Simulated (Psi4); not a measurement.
H$_{9}$Si$_{5}$, doublet, at a GFN2-xTB geometry. Base run: CCSD(T)/STO-3G in Psi4.

Here is a job for Psi4.
```
memory 2 GB

molecule {
0 2
  Si    0.22496068    1.95440188   -0.01027980
  Si    1.88800118    0.44842216    0.55798722
  Si    0.94515537   -1.67383499    0.29088219
  Si   -1.27426537   -1.42182704   -0.36648372
  Si   -1.75058991    0.86157224   -0.51971999
  H     0.07045402    3.07203494    0.93982683
  H     2.47985432    0.61277713    1.89442217
  H     3.04627284    0.62184605   -0.33380809
  H     1.70712927   -2.45744605   -0.68791237
  H     1.04860490   -2.46514999    1.52306830
  H    -1.53179502   -2.08967682   -1.64724305
  H    -2.18526124   -2.09795509    0.56523578
  H    -2.18131473    1.21542148   -1.88215708
  H    -2.91961163    1.22586879    0.29516486
}

set basis sto-3g
set reference uhf

energy('ccsd(t)')
print_variables()
```

Each row names what was changed in the base input (with any setting that the change needs).

| change | ΔE vs base (mEh) | MP2 correlation (Eh) | basis functions | core-seconds (rough) | outcome |
|---|---|---|---|---|---|
| base | 0.000 | -0.19086 | 54 | 70 | converged |
| method = lccd | [?] | -0.19086 | 54 | 9 | converged |
| method = scs-mp2 | 52.674 | -0.19086 | 54 | 5 | converged |
| freeze_core = on | [?] | [?] | 54 | 6 | converged |
| cc_type = df | - | - | - | - | input refused |
| method = mp2.5 | 49.755 | -0.19081 | 54 | 5 | converged |
| method = omp2 | 73.281 | -0.19081 | 54 | 10 | converged |
| puream = on | 0.000 | -0.19086 | 54 | 70 | converged |
| puream = off | 0.000 | -0.19086 | 54 | 50 | converged |
| method = cisd | - | - | - | - | input refused |

### Question
Fill in the missing entries.

### Answer

- method = lccd, ΔE vs base (mEh): -1.648
- freeze_core = on, ΔE vs base (mEh): 15.476
- freeze_core = on, MP2 correlation (Eh): -0.17404

Open shells are given as the SCF converged; they aren't shown to be the lowest states, and a large step between rows can be another state.

- cc_type = df: ended with `psi4.driver.p4util.exceptions.MissingMethodError: Method=ccsd(t) is not available for any derivative level under conditions CC_TYPE=DF, REFERENCE=UHF, FREEZE_CORE=FALSE, QC_MODULE=(auto). See https://psicode.org/psi4manual/master/introduction.html#ss-ccsd-prt-`
- method = cisd: ended with `psi4.driver.p4util.exceptions.MissingMethodError: Method=cisd is not available for any derivative level under conditions CI_TYPE=CONV, REFERENCE=UHF, FREEZE_CORE=FALSE, QC_MODULE=(auto). See https://psicode.org/psi4manual/master/introduction.html#ss-cisd. Or d`
